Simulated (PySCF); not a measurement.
Run record: geometry optimisation, `[FeH]` [quartet].

Computed with PBE0-D3(BJ)/def2-SVP geometry optimisation, gas phase (PySCF 2.14.0). Start geometry: GFN2-xTB. The input is one job of a driver script: a line of settings, then coordinates in Å.

Input:
```
{"job": {"xc": "PBE0", "basis": "def2-SVP", "d3": "d3bj", "grid": 1, "kind": "geom"}, "charge": 0, "multiplicity": 4}
Fe     0.896910    -0.006790    -0.004470
H     -0.891400     0.009330    -0.023830
```

What does the run print?

```
step   0  E = -1263.78779979  max force = 0.026623
step   1  E = -1263.79341561  max force = 0.007451
step   2  E = -1263.79362296  max force = 0.004540
step   3  E = -1263.79371528  max force = 0.000404
step   4  E = -1263.79371592  max force = 0.000022
optimisation converged
```

Energies in Eh; «max force» is the largest Cartesian gradient component in Eh/bohr.

Give the first gradient maximum in eV/Å.

With 1 Eh/bohr = 51.422 eV/Å, 1.369 eV/Å.

How much energy does the optimisation release, in eV?

E(step 0) − E(last step) = 0.005916 Eh, which is 0.161 eV.

In short: final energy -1263.79372 Eh after 4 steps; dipole 3.23 D.

Where do the atoms end?

0.102 Å rms from the input after alignment:
```
atom  x, y, z in Å
Fe1    0.7945   -0.0065   -0.0049
H2    -0.7889    0.0091   -0.0234
```

Estimate the wall time. Hardware: an Arm Neoverse V2 with one thread, no GPU, shared host.

About 4.0 s.
Labels such as C1 count atoms from 1, the log's own numbers from 0.
